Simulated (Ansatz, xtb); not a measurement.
# Two structures of C4H10BN

Structure I is `B[C@H]1C[C@H](N)C1`, a singlet and structure II is a singlet given by its coordinates. Both are isolated molecules in the gas phase, relaxed with PBE-D3(BJ)/def2-SVP; the shapes shown needn't be the lowest conformers.

I (Å):

```yaml
atoms:
  - { symbol: C, position_ang: [0.3446, -0.4977, -0.2222] }
  - { symbol: C, position_ang: [-0.3722, -1.8072, -0.6214] }
  - { symbol: C, position_ang: [-1.5758, -1.4553, 0.2887] }
  - { symbol: C, position_ang: [-0.9885, -0.0184, 0.5251] }
  - { symbol: B, position_ang: [1.0095, -0.3211, 1.1498] }
  - { symbol: N, position_ang: [-2.8802, -1.6327, -0.3005] }
  - { symbol: H, position_ang: [1.5455, 0.7378, 1.4251] }
  - { symbol: H, position_ang: [0.9193, -1.1904, 2.0016] }
  - { symbol: H, position_ang: [0.6650, 0.1768, -1.0359] }
  - { symbol: H, position_ang: [0.1542, -2.7568, -0.4001] }
  - { symbol: H, position_ang: [-0.6765, -1.8212, -1.6882] }
  - { symbol: H, position_ang: [-1.5434, -2.0276, 1.2393] }
  - { symbol: H, position_ang: [-2.9718, -1.0654, -1.1537] }
  - { symbol: H, position_ang: [-3.6217, -1.3226, 0.3404] }
  - { symbol: H, position_ang: [-1.4973, 0.8104, -0.0062] }
  - { symbol: H, position_ang: [-0.9028, 0.2937, 1.5992] }
```

II (Å):

```xyz
16

C     0.1515    0.7852   -1.3903
C     0.8341   -0.0662   -0.2966
C    -0.2334   -1.1783   -0.4638
C    -1.0249   -0.2909   -1.4971
B    -1.0101    1.7220   -1.0362
N    -0.8522   -1.6374    0.7542
H    -1.6161    2.2972   -1.9223
H    -1.3766    1.8376    0.1231
H     0.6889    0.9209   -2.3437
H     1.8720   -0.3878   -0.5083
H     0.8146    0.3974    0.7103
H     0.1807   -2.0576   -1.0014
H    -1.6105   -2.3035    0.5597
H    -1.2714   -0.8471    1.2622
H    -2.0120    0.0461   -1.0735
H    -1.2306   -0.6812   -2.5120
```

Close contacts (Å): C1–C2 1.54, C1–C4 1.60, C1–B5 1.53, C2–C3 1.55, C3–C4 1.58, C3–N6 1.44, C4–B5 2.07, C1–H9 1.10, C2–H10 1.11, C2–H11 1.11, C3–H12 1.11, C4–H15 1.13, C4–H16 1.11, B5–H7 1.22, B5–H8 1.22, N6–H13 1.03, N6–H14 1.03.

Problem. Which of the two would you expect CCSD(T)/def2-SVP + ΔMP2/def2-TZVPP electronic energies to favour?

Solution. Too close to call at this level: CCSD(T)/def2-SVP + ΔMP2/def2-TZVPP gives E(II) − E(I) = +0.30 kcal/mol.

The same difference at several levels:

```
                             level             geometry  E(II) − E(I) (kcal/mol)  departure from the last row (kcal/mol)  job, with rough time for the two
               PBE-D3(BJ)/def2-SVP  PBE-D3(BJ)/def2-SVP                     −0.59                                   −0.90             optimisation, 1.7 min
                       HF/def2-SVP  PBE-D3(BJ)/def2-SVP                     +1.30                                   +1.00           part of the CCSD(T) run
                      MP2/def2-SVP  PBE-D3(BJ)/def2-SVP                     +0.18                                   −0.12           part of the CCSD(T) run
                  CCSD(T)/def2-SVP  PBE-D3(BJ)/def2-SVP                     +0.29                                   −0.01                      single point
CCSD(T)/def2-SVP + ΔMP2/def2-TZVPP  PBE-D3(BJ)/def2-SVP                     +0.30                                                        single point, 64 s
```

The largest departure from CCSD(T)/def2-SVP + ΔMP2/def2-TZVPP is that of HF/def2-SVP, 1.00 kcal/mol. Levels run at GFN2-xTB geometries aren't shown. The last row adds to CCSD(T) the change of the MP2 difference between the two basis sets, here +0.01 kcal/mol.

With thermal terms from frequencies at re-optimised GFN2-xTB minima (ideal gas, soft modes damped towards free rotors, one conformer each, 298.15 K, 1 atm): on the last row, ΔE + ΔZPE = +0.16, ΔH = +0.09, ΔG = +0.34 kcal/mol.

The correlated steps freeze 6 core orbitals. Mirror images aren't counted in ΔG. Run with Ansatz 0.2.0, xtb 6.7.1; the last row on 2 threads of Intel(R) Xeon(R) 6975P-C (Granite Rapids) on a shared host.
